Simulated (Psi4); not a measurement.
Torsional profile of CH6GeS, SMILES [CH2]([GeH3])S. Scanned: dihedral H4–S1–C2–Ge3; all other coordinates were relaxed at GFN2-xTB. Points at φ and −φ are mirror images.

Geometry of the scan point at 60° (Å):
```
9

S     -1.9365     0.2991    -0.7417
C     -0.6031    -0.6125     0.1132
Ge    -0.9622    -0.6926     2.0513
H     -1.7744     1.4464    -0.0839
H      0.3486    -0.1445    -0.1356
H     -0.6152    -1.6074    -0.3286
H     -2.2951    -1.3107     2.2904
H     -0.9831     0.6968     2.6027
H      0.0941    -1.4752     2.7637
```

Calculation: DF-MP2 (frozen core)/cc-pVTZ // GFN2-xTB (Psi4 1.11).

Scanned values (°): -150, -120, -90, -60, -30, 0, 30, 60, 90, 120, 150, 180.

At which scan points does the profile have its minima and maxima, and how high do they lie?

Lower than their neighbours: -60° (0.00 kcal/mol), 60° (0.00 kcal/mol), 180° (0.34 kcal/mol). Higher than their neighbours: -120° (1.70 kcal/mol), 0° (0.71 kcal/mol), 120° (1.70 kcal/mol). The whole profile spans 1.70 kcal/mol.
